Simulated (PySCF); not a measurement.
# Electron correlation in Mn⁺ (manganese, charge +1)

[Ar] 3d5 4s1, high-spin 7S determinant. All numbers are calculated (PySCF 2.14, the spin-free X2C one-electron Hamiltonian (Gaussian nucleus), in x2c-TZVPall (6s5p4d1f, 48 functions)). Frozen: [Ar]; 6 electrons correlated.

MP2 pair energies summed by pair of shells (mhartree):

```
 pair  energy  share (%)
3d-3d  -57.31       84.4
3d-4s  -10.62       15.6
```

Total MP2 correlation energy: -67.93 mhartree.

Same-spin part -67.93 and opposite-spin part 0.00 mhartree; SCS-MP2 scales them by 1/3 and 6/5 to -22.64 mhartree.
